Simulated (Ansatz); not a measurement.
A made-up structure of SiHSeO, doublet:

| atom | x (Å) | y (Å) | z (Å) |
| --- | --- | --- | --- |
| O1 | -2.2050 | 0.2943 | 1.0542 |
| Si2 | -0.5342 | -0.0275 | 0.9276 |
| Se3 | 0.6504 | 0.0644 | -1.3392 |
| H4 | 2.0888 | -0.3311 | -0.6425 |

It is relaxed with PBE-D4/def2-SVP and then PBE0-D4/def2-TZVP (Ansatz 0.2.0). Atoms count as bonded within 1.22 times the sum of their covalent radii (H–H: 0.88 Å). The end point is not checked to be a true minimum.

(1) Does its bonding change? (Judge from chemistry; the calculation decides.)

## Answers

(1) Computed: No: no bond forms or breaks.

Where it ends: The first stage lowers the energy by 0.76 eV in 5 steps. It ends as SiHSeO ([O][Si][SeH]):
```xyz
4
angstrom
O -1.9684 0.2627 0.9410
Si -0.4765 -0.0248 0.8291
Se 0.5798 0.0576 -1.1951
H 1.8650 -0.2955 -0.5749
```

Labels in which every atom is bracketed show which atoms are joined, not bond orders.

For scale, one of the runs: PBE0-D4/def2-TZVP relaxation, 122 basis functions, launched by `ansatz run in.yaml --threads 2 --pin off --events-out ev --progress --plain --max-ram 4352MiB`. The run took about 27 s on 2 CPU threads of an Intel Xeon Platinum 8259CL (shared host).
